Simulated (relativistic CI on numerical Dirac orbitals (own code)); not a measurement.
Calculated at this level of theory: Dirac-Coulomb-Breit CI, orbitals from a KLI potential per configuration, model QED, unscaled Slater integrals (own radial code, finite nucleus).

The strongest absorption lines from the ground level of an ion, among the configurations computed and to levels below about 572 eV (vacuum wavelength in nm, gf): 4.6517 (4.9), 4.7869 (1.3), 5.0957 (3.5), 5.7691 (1.9), 5.8540 (0.88), 6.2510 (0.86), 6.5685 (1.2), 6.7560 (0.76).

Task: Which ion is it?
A. Ta34+
B. Ta36+
C. Ta38+
D. Os39+

Result: B. Ta36+ has 37 electrons and the ground level 4s2.4p6.4d 2D_3/2; the strongest line goes to 4s2.4p5.4d2 2D°_3/2. The pattern of lines fixes the number of electrons, and along that sequence the line energies rise steadily with the charge (about as its square where n changes within one kind of shell, about linearly where n is kept but much faster in heavy ions where fine structure, which grows about as Z⁴, sets the gap, and irregularly where shells cross), which fixes Z. Configurations outside the model, such as inner-shell arrays, can give stronger lines. At this charge energies of transitions that change n are usually good to better than 1 %, and those within a shell (Δn = 0) to a few per cent.

LS names give the leading component of a level, which can be under half, so a name can repeat, a term be missing and a line seem to break the LS rules.
